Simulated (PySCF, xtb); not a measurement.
In(F)2(SeH) (F₂HInSe), SMILES [In]([F])([F])[SeH]. Other conformers were not sampled.

Harmonic wavenumbers (cm⁻¹) from xtb with GFN2-xTB at its own minimum, in rising order: 54, 77, 92, 158, 203, 327, 338, 567, 2030.

**Question.** What does PBE-D3(BJ)/def2-SVP (PySCF) give at its own minimum? (Estimate from the structure and the level; the computed values follow.)

**Answer.** 70, 111, 124, 196, 237, 582, 600, 607, 2353. Paired by order, the mean absolute difference is 115 cm⁻¹ and the zero-point energies are 5.5 and 7.0 kcal/mol.
